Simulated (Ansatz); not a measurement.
Si(eta1-allyl)H3 (C3H8Si). Total charge 0; singlet. Geometry PBE0-D4/def2-SVP.

Cartesian coordinates in Å:
```
Si -0.266 1.731 -0.292
C -0.712 -0.109 -0.398
C 0.475 -0.988 -0.178
C 0.722 -1.703 0.923
H -1.152 -0.282 -1.395
H -1.501 -0.311 0.346
H 1.211 -1.012 -0.992
H 0.024 -1.716 1.767
H 1.630 -2.303 1.018
H 0.828 2.051 -1.261
H 0.199 2.070 1.087
H -1.459 2.571 -0.624
```

Q: Estimate the orbital energies around the gap (eV) in Ansatz with PBE-D4/def2-SVP, PBE-D4/def2-TZVP, PBE-D4/def2-TZVPD, PBE0-D4/def2-SVP, PBE0-D4/def2-TZVP.

A: 
```csv
orbital,PBE-D4/def2-SVP,PBE-D4/def2-TZVP,PBE-D4/def2-TZVPD,PBE0-D4/def2-SVP,PBE0-D4/def2-TZVP
HOMO−5,-9.53,-9.60,-9.62,-11.09,-11.12
HOMO−4,-8.60,-8.67,-8.69,-10.08,-10.11
HOMO−3,-8.28,-8.33,-8.35,-9.69,-9.70
HOMO−2,-8.03,-8.08,-8.10,-9.41,-9.43
HOMO−1,-8.01,-8.07,-8.08,-9.39,-9.41
HOMO,-6.01,-6.10,-6.12,-7.14,-7.18
LUMO,-0.71,-0.92,-0.99,0.30,0.08
LUMO+1,0.39,-0.09,-0.44,1.23,0.71
LUMO+2,1.10,0.70,0.13,1.99,1.54
LUMO+3,1.30,0.78,0.37,2.24,1.63
LUMO+4,1.75,1.20,0.49,2.67,2.04
LUMO+5,1.93,1.42,0.50,2.85,2.29
```
